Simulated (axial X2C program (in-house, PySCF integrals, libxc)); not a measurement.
**Worked dissociation energy of TcC: PW91, without spin–orbit coupling**

All values were computed with an in-house relativistic program for diatomic molecules. Spin-free means the one-electron spin-free X2C Hamiltonian. Basis: Tc dyall-cv3z [12s12p8d5f3g], C dyall-v3z [7s6p2d1f] (cores contracted in-house); Gaussian nuclei, density fitting, unrestricted open shells. Masses: Tc 98.907 u, C 12.000 u.

Molecular state: M_S = 3/2, Λ = 0 (beyond evenly filled blocks: σα, δ+α, δ-α).

```
E(Tc) (2M_S = 5, M_L = 0) : -4285.678900 hartree
E(C) (2M_S = 2, M_L = 0)  : -37.847273 hartree
E(TcC) at Re              : -4323.786376 hartree
ωe                        : 1041.6 cm⁻¹
ωexe                      : 5.09 cm⁻¹
```

Task: Work out De and D0.

Result: De = -4285.678900 + (-37.847273) − (-4323.786376) = 0.26020 hartree = 7.080 eV. The zero-point energy is ωe/2 − ωexe/4 = 520 cm⁻¹ = 0.064 eV, so D0 = 7.016 eV.

The state is a single determinant with fixed occupations, the lowest that a limited PBE0 search found. Dissociation energies refer to the lowest single-determinant-based atoms at the same level and basis. PBE0 can misorder states that lie within some tenths of an eV, so this need not be the ground state of the molecule. The nearest other spin-free determinant of the search, M_S = 1/2, Λ = 2, lies 0.81 eV up at the distance of the search. The determinant is spin-polarised beyond a pure state at some levels (its spin-free form has ⟨S²⟩ too high), which makes Re and μ there less reliable.

Each atomic determinant is the lowest at this level and need not be a pure term. Totals compare only within one Hamiltonian and basis.
